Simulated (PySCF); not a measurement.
CsB: from constants to spectrum

UHF-CCSD(T) constants of CsB, ³Π (triplet), unpaired electrons σ ↑, π ↑ (Cs def2-SVP with ECP46, B def2-SVP; scalar-relativistic core potentials (PySCF 2.14); masses 132.9054 and 11.0093 u):

```
ωe              : 226.8 cm⁻¹
ωexe            : 2.2 cm⁻¹
Be              : 0.1603 cm⁻¹
αe              : 0.00164 cm⁻¹
D (centrifugal) : 3.2e-07 cm⁻¹
De to Cs + B    : 0.498 eV
```

Task: Give the vibrational terms G(v) and spacings up to v = 6.

Result: G(v) = ωe(v+½) − ωexe(v+½)².

```json
{"v": "0", "G(v) (cm⁻¹)": "112.9", "G(v) − G(v−1)": "", "Bv (cm⁻¹)": "0.1595"}
{"v": "1", "G(v) (cm⁻¹)": "335.3", "G(v) − G(v−1)": "222.4", "Bv (cm⁻¹)": "0.1578"}
{"v": "2", "G(v) (cm⁻¹)": "553.2", "G(v) − G(v−1)": "218.0", "Bv (cm⁻¹)": "0.1562"}
{"v": "3", "G(v) (cm⁻¹)": "766.9", "G(v) − G(v−1)": "213.6", "Bv (cm⁻¹)": "0.1546"}
{"v": "4", "G(v) (cm⁻¹)": "976.1", "G(v) − G(v−1)": "209.2", "Bv (cm⁻¹)": "0.1529"}
{"v": "5", "G(v) (cm⁻¹)": "1180.9", "G(v) − G(v−1)": "204.8", "Bv (cm⁻¹)": "0.1513"}
{"v": "6", "G(v) (cm⁻¹)": "1381.2", "G(v) − G(v−1)": "200.4", "Bv (cm⁻¹)": "0.1496"}
```

Task: How well does the Morse estimate ωe²/(4ωexe) reproduce De, and what is D0?

Result: It gives 0.725 eV, 146 % of the computed De. D0 = De − G(0) = 0.498 − 0.014 = 0.484 eV.

Correlated steps freeze 1 core orbital. Correlated levels converge slowly with the basis: in double zeta they bind strong bonds too weakly, by up to about 1 eV, and carry superposition errors of some tenths. These are scalar-relativistic numbers at best; spin–orbit coupling would shift them, the dissociation energy most. The state is the lowest determinant that a PBE0 search found; another state may lie lower at other levels.
